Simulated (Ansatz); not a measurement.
Isomers of C$_{2}$H$_{4}$OSi, relaxed with PBE0-D4/def2-TZVP in Ansatz; electronic energies, one conformer each and not always the lowest. Functionals use def2-TZVPP; CBS adds triple-zeta CCSD(T) − MP2 to the MP2 limit of def2-TZVPP and def2-QZVPP.

Question: Order them by energy at frozen-core CCSD(T)/CBS, lowest first. (Best estimate.)
A. `O=C=C[SiH3]`
B. `O=C1C[SiH2]1`
C. `[SiH3]C1=CO1`
D. `C#C[SiH2]O`
E. `C1=C[SiH2]O1`
F. `OC#C[SiH3]`
G. `O[SiH]1C=C1`
H. `C=C1O[SiH2]1`

Answer: D (0.0 kcal/mol), G (5.9 kcal/mol), E (8.1 kcal/mol), A (14.7 kcal/mol), H (28.4 kcal/mol), F (44.5 kcal/mol), B (46.8 kcal/mol), C (87.0 kcal/mol).

Question: How do B3LYP, B3LYP-D4, PBE0-D4, PBE-D4 place them (kcal/mol, against `C#C[SiH2]O`)? (Estimate.)

Answer: The calculation gave: 
| isomer | B3LYP | B3LYP-D4 | PBE0-D4 | PBE-D4 |
| --- | --- | --- | --- | --- |
| `[SiH3]C1=CO1` | 82.7 | 82.7 | 80.4 | 73.0 |
| `O=C=C[SiH3]` | 7.4 | 7.3 | 4.2 | 1.5 |
| `C1=C[SiH2]O1` | 7.2 | 6.8 | 0.0 | 0.0 |
| `OC#C[SiH3]` | 40.2 | 40.6 | 37.8 | 36.2 |
| `O[SiH]1C=C1` | 6.2 | 5.8 | -0.6 | 0.2 |
| `O=C1C[SiH2]1` | 41.7 | 41.4 | 34.7 | 30.6 |
| `C=C1O[SiH2]1` | 24.7 | 24.4 | 19.8 | 16.7 |

B3LYP here is the variant with VWN-RPA as its local correlation; programs differ in this.
